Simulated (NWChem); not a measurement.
Species: NH3TeO; SMILES [Te](N)O

```xyz
6

Te     0.3387     0.0005    -0.0045
O     -0.9029    -1.5762    -0.0682
H     -1.1151    -1.8046     0.8458
N     -0.9042     1.5759    -0.0055
H     -1.4838     1.6770     0.8233
H     -1.4594     1.6806    -0.8509
```
Atoms are numbered in this order, from 1.

All runs: NWChem. Geometry: optimised at PBE0/def2-SVP. def2 effective core potentials on Te; no spin-orbit coupling. B3LYP is NWChem's, with the RPA form of VWN correlation. Vertical excitations in the gas phase; the lowest state need not have the same character in each row.

```csv
level,"lowest excitation, singlet (eV)",oscillator strength of that lowest state,orbital gap (eV)
"PBE/def2-SVP, full TDDFT",3.53,0.001,3.15
"B3LYP/def2-SVP, full TDDFT",3.62,0.001,4.71
"LDA (Slater exchange, VWN5)/def2-SVP, full TDDFT",3.50,0.001,3.07
"LRC-wPBEh/def2-SVP, full TDDFT",3.70,0.001,8.72
```
